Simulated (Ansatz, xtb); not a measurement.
# Relaxing a trial structure of ClFGaH3Si

The starting geometry of this gas-phase singlet has its atoms placed at random.

```xyz
7

Cl    1.3529    0.4502    1.3784
F     0.9589   -0.4000   -0.9461
Ga    0.2033    1.6035   -0.8074
Si    0.2019   -1.6244   -0.2293
H     1.7045   -0.5396    0.1490
H    -0.8492   -1.5856   -1.1416
H     1.9176    0.9418    0.0579
```

**Question.** One run relaxed it with r2SCAN-D4/def2-SVP. What is a likely outcome?

**Answer.** It ends as a structure with Cl1 bridging H5 and Ga3, F2 bridging H5 and Si4, H5 bridging Cl1 and F2, given below by its coordinates. Distances that change by over a tenth: F2–Ga3 (2.15 → 3.03 Å), F2–Si4 (1.61 → 1.96 Å), Si4–H6 (1.39 → 1.53 Å). Contacts that open: Cl1–H7 (1.52 → 3.13 Å). Contacts that close: Cl1–Ga3 (2.73 → 2.33 Å), F2–H5 (1.33 → 1.04 Å), Ga3–Si4 (3.28 → 2.42 Å), Ga3–H7 (2.03 → 1.57 Å).

The energy falls by 7.71 eV over 36 steps:

| step | E − E(last) (eV) |
| --- | --- |
| 1 | 7.711 |
| 5 | 2.256 |
| 9 | 1.078 |
| 13 | 0.570 |
| 17 | 0.539 |
| 20 | 0.535 |
| 24 | 0.300 |
| 28 | 0.028 |
| 32 | 0.001 |
| 36 | 0.000 |

Final geometry (Å):

```
atom    x (Å)    y (Å)    z (Å)
  Cl   2.3501   0.4687   0.8663
   F   1.0012  -1.8403   0.3431
  Ga   0.4778   1.0503  -0.3964
  Si  -0.6001  -1.1156  -0.5238
   H   1.6471  -1.0699   0.6253
   H   0.0541  -1.2555  -1.9046
   H   0.5596   2.6083  -0.5489
```

From the same start GFN2-xTB ends elsewhere, in pieces: ClFGaHSi + H2.

From so rough a start the end depends on the optimiser's path, so another program may land elsewhere. No frequencies were run, so the end isn't proven a minimum. Run with Ansatz 0.2.0, 100 s on 1 thread of Intel(R) Xeon(R) 6975P-C (Granite Rapids), on a shared host.
